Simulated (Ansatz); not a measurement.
## An elementary step

Start structure (MgNH6ClO, closed shell), relaxed at PBE0-D4/def2-TZVP:

Mg1  (-1.061, -0.002, -1.153)
H2  (-0.232, 1.518, -1.282)
Cl3  (-2.587, -1.317, -2.091)
H4  (0.505, -0.494, 0.905)
N5  (-0.294, -1.035, 0.561)
H6  (0.926, 1.520, -0.054)
O7  (1.437, 1.205, 0.720)
H8  (-0.965, -1.122, 1.317)
H9  (0.015, -1.976, 0.344)
H10  (2.256, 1.703, 0.733)
(Å)

The step: MgNH₄Cl ([NH3][MgH][Cl]) + H₂O → MgNH₄ClO ([NH3][Mg]([OH])[Cl]) + H₂; bonds formed: Mg1–O7, H2–H6; bonds broken: Mg1–H2, H6–O7. Ansatz 0.2.0; basis: def2-TZVPP and def2-QZVPP; cores frozen in the correlated methods. The outer core shell of Li, Na, Mg and K is correlated. The def2 sets are not built for correlating such inner shells, so the correlated values are less sure here. Extrapolation: Hartree–Fock as exp(−7.88 √X), correlation as X^−2.97. Energies below are by CCSD(T) at an estimated basis limit (MP2 extrapolated from triple and quadruple zeta, plus CCSD(T) − MP2 in triple zeta).

(1) What are the electronic barrier and the energy of the step, from the start structure to the end structure? (An estimate is asked for; the value comes from the calculation.)

T1 diagnostic: at most 0.009.

Results:

(1) By the calculation: Barrier 1.120 eV; step energy -0.836 eV (downhill); reverse barrier, their difference, 1.956 eV. Barrier and step energy count from the start structure, the reverse barrier from the end structure.

The saddle point: One imaginary mode of 1034i cm⁻¹.
| pair | start (Å) | saddle (Å) | end (Å) |
| --- | --- | --- | --- |
| Mg1–O7 | 3.35 | 3.03 | 1.82 |
| H2–H6 | 1.69 | 0.90 | 0.75 |
| Mg1–H2 | 1.74 | 1.89 | 2.39 |
| H6–O7 | 0.98 | 1.40 | 2.75 |

Zero-point energy (harmonic, PBE0-D4): ZPE is 1.898 eV at the start and 1.724 eV at the saddle, so the barrier goes from 1.120 to 0.946 eV.

Labels in which every atom is bracketed show which atoms are joined, not bond orders.

For scale, one of the runs: CCSD(T)/def2-TZVPP, 220 basis functions (an equivalent command: `ansatz run in.yaml --threads 4`). Time: 2 min of wall clock on 4 CPU threads; the host was shared. Peak host memory: 3.7 GiB.
